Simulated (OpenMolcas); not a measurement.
Hf2+.

```json
{
 "Program": "OpenMolcas 26.06",
 "Method": "CASSCF",
 "Basis": "ANO-R2 [8s6p5d3f1g]",
 "Scalar Hamiltonian": "X2C, finite nucleus",
 "Active space": "2 electrons in 6 orbitals (5d 6s)",
 "State averaging": "2S+1 = 3 even, 15 roots; 2S+1 = 1 even, 21 roots kept (CI in the orbitals of an earlier block)",
 "Spin-orbit coupling": "state interaction with AMFI integrals over the reference wave functions, term energies averaged over their components"
}
```

Levels without dynamic correlation, in cm-1 above 5d2 3F2:

| Level | E |
| --- | --- |
| 5d2 1G4 | 17461 |
| 5d2 3P0 [66 %] | 10995 |
| 5d2 1S0 | 41546 |

On this reference, MS-CASPT2, IPEA 0.25 Eh, imaginary shift 0.1 Eh (closed shells correlated: 5s 5p) puts 5d2 1G4 at 15850 cm-1.

Estimate the other levels at that method by one scale factor, and say how well it serves.

The factor is 15850 / 17461 = 0.908. Scaled values beside those that MS-CASPT2 gives:
| Level | Scaled | MS-CASPT2 | Miss (%) |
| --- | --- | --- | --- |
| 5d2 3P0 [66 %] | 9983 | 9460 | +5.5 |
| 5d2 1S0 | 37724 | 32050 | +17.7 |
For these levels the scaled values miss MS-CASPT2 by up to 17.7 %, as correlation changes each term by its own factor, spin-orbit parts do not scale and CASPT2 has its own spread within terms. This holds within one configuration; levels of others move differently, and the target method has errors of its own against measurement.

Term energies are means over components that CASPT2 splits; among the terms shown or strongly mixed into the levels shown the widest spread is 460 cm-1 (5d2 3F, MS-CASPT2). Over all roots computed the reference weight is 0.91 to 0.96 in MS-CASPT2; the roots of lowest weight are the least certain, and an intruder state may touch them. Terms from blocks run as CI alone lack orbitals of their own. Configurations are named by rounded mean occupations; where the s occupation lies near a half they are strongly mixed, a name can repeat and a true partner stay unpaired. Without dynamic correlation excited terms often stand tens of per cent too high (terms of higher spin than the ground term too low), and those without a measured partner can miss by more than the paired ones (holds for CASSCF). Levels of configurations outside the active space are missing.

A share in square brackets marks a mixed level and gives the weight of the term that names it, the lowest over the columns.
